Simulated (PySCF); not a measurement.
C6H11O, doublet, geometry from GFN2-xTB; R2SCAN/STO-3G in PySCF.

The PySCF input:
```python
from pyscf import gto, scf, dft

mol = gto.M(
    atom='''
C     2.60423176    0.33635891    0.05323428
C     1.10189395    0.38857199   -0.14924436
O     0.58136651    1.27535649   -0.82533839
C     0.36960332   -0.65328583    0.49653966
C    -1.10381958   -0.78926990    0.42853014
C    -1.78452478    0.45912274    1.01658283
C    -1.55824848   -0.96881142   -1.03054797
H     2.83987765    0.40174858    1.11345036
H     2.99914451   -0.60331730   -0.32744334
H     3.07334498    1.16352505   -0.47188584
H     0.93211658   -1.37918821    1.06505449
H    -1.41296575   -1.66713180    1.00669375
H    -1.48777751    1.33678686    0.45043251
H    -1.49715983    0.59434608    2.05687647
H    -2.86445073    0.34676741    0.96240903
H    -2.64011804   -1.06890145   -1.06713784
H    -1.25954747   -0.10347659   -1.61437395
H    -1.10821358   -1.86012945   -1.46193595
''',
    basis='sto-3g',
    spin=1,
    verbose=4,
)

mf = dft.UKS(mol)
mf.xc = 'r2scan'
mf.kernel()
```

The log (banner, timings and long lists left out):

```
PySCF version 2.14.0

[INPUT] verbose = 4
[INPUT] num. atoms = 18
[INPUT] num. electrons = 55
[INPUT] charge = 0
[INPUT] spin (= nelec alpha-beta = 2S) = 1
[INPUT] symmetry False subgroup None
[INPUT] Mole.unit = angstrom
[INPUT] Symbol           X                Y                Z      unit          X                Y                Z       unit  Magmom
[INPUT]  1 C      2.604231760000   0.336358910000   0.053234280000 AA    4.921284791294   0.635626219457   0.100598209638 Bohr   0.0
[INPUT]  2 C      1.101893950000   0.388571990000  -0.149244360000 AA    2.082277783815   0.734294640777  -0.282030966036 Bohr   0.0
[INPUT]  3 O      0.581366510000   1.275356490000  -0.825338390000 AA    1.098623481894   2.410074477287  -1.559663517189 Bohr   0.0
[INPUT]  4 C      0.369603320000  -0.653285830000   0.496539660000 AA    0.698449049530  -1.234531299759   0.938323967385 Bohr   0.0
[INPUT]  5 C     -1.103819580000  -0.789269900000   0.428530140000 AA   -2.085916697132  -1.491503949363   0.809804600722 Bohr   0.0
[INPUT]  6 C     -1.784524780000   0.459122740000   1.016582830000 AA   -3.372263096700   0.867616236160   1.921063131635 Bohr   0.0
[INPUT]  7 C     -1.558248480000  -0.968811420000  -1.030547970000 AA   -2.944662861220  -1.830788250151  -1.947453421526 Bohr   0.0
[INPUT]  8 H      2.839877650000   0.401748580000   1.113450360000 AA    5.366590985773   0.759194787133   2.104116233698 Bohr   0.0
[INPUT]  9 H      2.999144510000  -0.603317300000  -0.327443340000 AA    5.667561731893  -1.140104463212  -0.618778233913 Bohr   0.0
[INPUT] 10 H      3.073344980000   1.163525050000  -0.471885840000 AA    5.807780298507   2.198743683571  -0.891734999660 Bohr   0.0
[INPUT] 11 H      0.932116580000  -1.379188210000   1.065054490000 AA    1.761445052366  -2.606287991129   2.012661293838 Bohr   0.0
[INPUT] 12 H     -1.412965750000  -1.667131800000   1.006693750000 AA   -2.670118290891  -3.150422515553   1.902375478811 Bohr   0.0
[INPUT] 13 H     -1.487777510000   1.336786860000   0.450432510000 AA   -2.811492028187   2.526161052317   0.851194081500 Bohr   0.0
[INPUT] 14 H     -1.497159830000   0.594346080000   2.056876470000 AA   -2.829222043400   1.123151314409   3.886933200362 Bohr   0.0
[INPUT] 15 H     -2.864450730000   0.346767410000   0.962409030000 AA   -5.413027377010   0.655295433825   1.818689486508 Bohr   0.0
[INPUT] 16 H     -2.640118040000  -1.068901450000  -1.067137840000 AA   -4.989100032124  -2.019930994650  -2.016598254760 Bohr   0.0
[INPUT] 17 H     -1.259547470000  -0.103476590000  -1.614373950000 AA   -2.380199759189  -0.195542415404  -3.050724628132 Bohr   0.0
[INPUT] 18 H     -1.108213580000  -1.860129450000  -1.461935950000 AA   -2.094220153724  -3.515135216738  -2.762658557156 Bohr   0.0

nuclear repulsion = 307.537110498141
number of shells = 32
number of NR pGTOs = 138
number of NR cGTOs = 46
basis = sto-3g
ecp = {}

******** <class 'pyscf.dft.uks.UKS'> ********
method = UKS
initial guess = minao
damping factor = 0
level_shift factor = 0
DIIS = <class 'pyscf.scf.diis.CDIIS'>
diis_start_cycle = 1
diis_space = 8
diis_damp = 0
SCF conv_tol = 1e-09
SCF conv_tol_grad = None
SCF max_cycles = 50
direct_scf = True
direct_scf_tol = 1e-13
number electrons alpha = 28  beta = 27
XC library pyscf.dft.libxc version 7.1.2
    S. Lehtola, C. Steigemann, M. J. T. Oliveira, and M. A. L. Marques,  SoftwareX 7, 1–5 (2018)
XC functionals = r2scan
    J. W. Furness, A. D. Kaplan, J. Ning, J. P. Perdew, and J. Sun,  J. Phys. Chem. Lett. 11, 8208–8215 (2020)
    J. W. Furness, A. D. Kaplan, J. Ning, J. P. Perdew, and J. Sun,  J. Phys. Chem. Lett. 11, 9248–9248 (2020)
    J. W. Furness, A. D. Kaplan, J. Ning, J. P. Perdew, and J. Sun,  J. Phys. Chem. Lett. 11, 8208–8215 (2020)
    J. W. Furness, A. D. Kaplan, J. Ning, J. P. Perdew, and J. Sun,  J. Phys. Chem. Lett. 11, 9248–9248 (2020)
radial grids:
    Treutler-Ahlrichs [JCP 102, 346 (1995); DOI:10.1063/1.469408] (M4) radial grids

becke partition: Becke, JCP 88, 2547 (1988); DOI:10.1063/1.454033
pruning grids: <function nwchem_prune>
grids dens level: 3
symmetrized grids: False
atomic radii adjust function: <function treutler_atomic_radii_adjust>
small_rho_cutoff = 0
Set gradient conv threshold to 3.16228e-05
tot grids = 206680
init E= -306.944160398734

cycle= 1 E= -306.247711913871  delta_E= 0.696  |g|= 0.455  |ddm|= 3.72
cycle= 2 E= -304.650572881197  delta_E=  1.6  |g|= 1.58  |ddm|=  2.5
cycle= 3 E= -306.391089631857  delta_E= -1.74  |g|= 0.151  |ddm|= 2.15
cycle= 4 E= -306.40262535167  delta_E= -0.0115  |g|= 0.0825  |ddm|= 0.326
cycle= 5 E= -306.407946748128  delta_E= -0.00532  |g|= 0.0115  |ddm|= 0.131
cycle= 6 E= -306.408235626642  delta_E= -0.000289  |g|= 0.00817  |ddm|= 0.0442
cycle= 7 E= -306.408309952356  delta_E= -7.43e-05  |g|= 0.00228  |ddm|= 0.0193
cycle= 8 E= -306.408319189395  delta_E= -9.24e-06  |g|= 0.000965  |ddm|= 0.00864
cycle= 9 E= -306.408320033304  delta_E= -8.44e-07  |g|= 0.000487  |ddm|= 0.00235
cycle= 10 E= -306.408320238656  delta_E= -2.05e-07  |g|= 0.000121  |ddm|= 0.00105
cycle= 11 E= -306.408320250441  delta_E= -1.18e-08  |g|= 2.71e-05  |ddm|= 0.000244
cycle= 12 E= -306.408320251235  delta_E= -7.94e-10  |g|= 1.07e-05  |ddm|= 6.44e-05
Extra cycle  E= -306.408320251076  delta_E= 1.59e-10  |g|= 2.09e-05  |ddm|= 4.21e-05
converged SCF energy = -306.408320251076  <S^2> = 0.77782933  2S+1 = 2.0276384
```
